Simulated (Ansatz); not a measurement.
SnHMe2F (C₂H₇FSn). The state is a singlet with charge 0. Geometry PBE0-D4/def2-SVP, basis def2-TZVP, Ansatz.

| run | HOMO (eV) | LUMO (eV) |
| --- | --- | --- |
| A | -7.02 | -0.86 |
| B | -8.48 | 0.26 |
| C | -7.78 | -0.17 |
| D | -7.19 | -1.13 |
| E | -8.30 | 0.01 |
| F | -10.49 | 1.47 |

In the def2 sets Sn takes a core potential; there is no spin–orbit coupling.

Q: The runs used LDA (SPW92), PBE, PBE0, r2SCAN0, r2SCANh, ωB97M-V. Estimate which is which.

A: A PBE (0 % exact exchange); B r2SCAN0 (25 % exact exchange); C r2SCANh (10 % exact exchange); D LDA (SPW92) (0 % exact exchange); E PBE0 (25 % exact exchange); F ωB97M-V (range-separated). Exact exchange lowers occupied and raises empty levels; among semilocal functionals meta-GGAs tend to open the gap a little, and such runs are hard to tell apart. The gap grows from 6.06 eV (LDA (SPW92)) to 11.96 eV (ωB97M-V).
